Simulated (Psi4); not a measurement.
Psi4 input (wB97X-D/6-311+G**):

```
memory 1500 MB

molecule {
0 2
C    -1.90478400   -0.06932000    0.34453200
S    -0.35085700    0.45431900   -0.46775200
B     0.86280300   -0.49024300    0.43719900
F     2.15286900   -0.43633400    0.19594000
H    -2.05182400   -1.13884500    0.22493900
H    -1.88821000    0.19515400    1.39790000
H    -2.70737800    0.46873900   -0.15544600
symmetry c1
no_reorient
no_com
}

set {
  basis 6-311+G**
  reference uks
  scf_type df
  df_basis_scf def2-universal-jkfit
  dft_radial_points 99
  dft_spherical_points 590
  e_convergence 1e-8
  d_convergence 1e-7
  maxiter 150
}

e = energy('wb97x-d')
print_out(f'\nFINAL {e:.10f} DIPOLE {variable("CURRENT DIPOLE")[0]:.6f} {variable("CURRENT DIPOLE")[1]:.6f} {variable("CURRENT DIPOLE")[2]:.6f}\n')
```

From the output:

```
  HONO-1 :   19  A 1.9991395
  HONO-0 :   20  A 1.0000000
  LUNO+0 :   21  A 0.0008605
  LUNO+1 :   22  A 0.0007824
  LUNO+2 :   23  A 0.0000800
  LUNO+3 :   24  A 0.0000473

Computation Completed

Properties will be evaluated at   0.000000,   0.000000,   0.000000 [a0]

Properties computed using the SCF density matrix

 Multipole Moments:

 ------------------------------------------------------------------------------------
     Multipole            Electronic (a.u.)      Nuclear  (a.u.)        Total (a.u.)
 ------------------------------------------------------------------------------------

 L = 1.  Multiply by 2.5417464519 to convert [e a0] to [Debye]
 Dipole X            :         -0.8496304            0.0000151           -0.8496153
 Dipole Y            :         -0.0466714            0.0000208           -0.0466506
 Dipole Z            :          0.1715513            0.0000151            0.1715664
 Magnitude           :                                                    0.8680193

 ------------------------------------------------------------------------------------

FINAL -562.8046357742 DIPOLE -0.849615 -0.046651 0.171566

*** Psi4 exiting successfully. Buy a developer a beer!
```

The geometry given is a B3LYP-D3(BJ)/def2-TZVP minimum.
